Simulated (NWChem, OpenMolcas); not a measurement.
## How basis sets differ on Si2H4F2 (SMILES F[SiH](F)[SiH3])

The species is Si2H4F2 (8 atoms), meant as a singlet with charge 0. As SMILES, `F[SiH](F)[SiH3]`. Geometry: relaxed at PBE0-D4/def2-TZVP.

Quantity: the HOMO–LUMO gap, in eV. The values are calculated.

```
                               level          kind     program  value (eV)  CPU time
                   HF/ANO-R0 (sfX2C)  Hartree–Fock  OpenMolcas       14.30     3.5 s
                           HF/STO-3G  Hartree–Fock      NWChem       18.72       3 s
                            HF/3-21G  Hartree–Fock  OpenMolcas       14.96       4 s
HF/ANO-RCC-VDZP (DKH2, RICD fitting)  Hartree–Fock  OpenMolcas       14.23     5.4 s
                          HF/cc-pVDZ  Hartree–Fock  OpenMolcas       14.76      12 s
```

The values span 14.23 to 18.72 eV. A Hartree–Fock LUMO above zero doesn't converge with the basis: it sinks as sets grow more diffuse. Orbital gaps aren't excitation energies. Times are those of the runs behind each value, whatever else they computed, on shared processors of several kinds: orders of magnitude only.
